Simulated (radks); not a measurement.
Values are calculated unless marked as measured or tabulated.
Q: Coherent X-ray form factor from a spherical all-electron density. Code: a radial shooting solver on a logarithmic mesh with Libxc functionals. Model: Dirac Kohn-Sham, revPBE, spin-unpolarised, spherical densities, finite nucleus; Fermi nuclear charge, rms radius of each element as measured or else 0.836 A^(1/3) + 0.57 fm.

| sin(theta)/lambda (1/angstrom) | f0 (electrons) |
|---|---|
| 0.05 | 49.623 |
| 0.1 | 48.536 |
| 0.15 | 46.859 |
| 0.2 | 44.761 |
| 0.25 | 42.419 |
| 0.3 | 39.992 |
| 0.4 | 35.318 |
| 0.5 | 31.214 |
| 0.6 | 27.744 |
| 0.8 | 22.446 |
| 1 | 18.909 |
| 1.25 | 16.015 |
| 1.5 | 13.777 |
| 2 | 9.873 |

The species is in the configuration that NIST lists as its ground one. Which atom or ion scatters so?

A: The cerium ion Ce8+, [Kr] 4d10 5s2 5p2. Extrapolating in s^2 from the first two rows gives f0(0) = 50.0, near the electron count 50; among species with that count, the fall with angle is slower the higher Z, and the table is that of Z = 58; from so few rows the species is fixed only to a neighbour or two.
